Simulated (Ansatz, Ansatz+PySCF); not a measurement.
```xyz
4

C     0.0000    0.0000    0.0000
H     1.1449    0.0000    0.0000
H    -0.5452    0.9443    0.0000
H    -0.5452   -0.9443    0.0000
```

Basis set: STO-3G (spherical functions). Correlated methods keep 1 orbital frozen. Correlation on ROHF uses semicanonical orbitals with singles. Charge 0, multiplicity 2.

Computed with Ansatz (development build ahead of 0.2.0); each method stands on the lowest determinant of its kind that the runs found.

(1) Give the atomization energy at this shape (free ground-state atoms in the same class of orbitals less the molecule, no zero-point energy) of doublet CH3 by PBE0 (unrestricted), ROHF-CCSD(T), UHF-MP2, ROHF-MP2, UHF, ROHF.

Answers

(1)

```tsv
method	atomization energy
PBE0 (unrestricted)	15.97 eV
ROHF-CCSD(T)	14.03 eV
UHF-MP2	13.74 eV
ROHF-MP2	13.69 eV
UHF	12.92 eV
ROHF	12.79 eV
```

This basis has no polarisation functions and is too small for such energies, which can lie far from measured ones in either direction.
